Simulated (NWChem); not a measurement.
# C5H6; SMILES C#CC(=C)C

Results from NWChem. Pople sets run with spherical d functions. The geometry was optimised at PBE0/def2-SVP. Computed dipoles belong to the equilibrium geometry; the measured one is vibrationally averaged.

Measured dipole moment: 0.51 D (NIST CCCBDB, as tabulated in the package chemicals).

Q: Which of these levels lies farthest from the measured value, and how do the others fare: B3LYP/def2-SVPD; B3LYP/STO-3G; B3LYP/def2-SVP; B3LYP/def2-TZVP; B3LYP/3-21G; B3LYP/6-31G*?

A: B3LYP/STO-3G.
| level | dipole moment (D) | computed − measured |
|---|---|---|
| B3LYP/STO-3G | 0.38 | -0.13 |
| B3LYP/3-21G | 0.46 | -0.05 |
| B3LYP/6-31G* | 0.42 | -0.09 |
| B3LYP/def2-SVP | 0.48 | -0.03 |
| B3LYP/def2-SVPD | 0.50 | -0.01 |
| B3LYP/def2-TZVP | 0.54 | +0.03 |
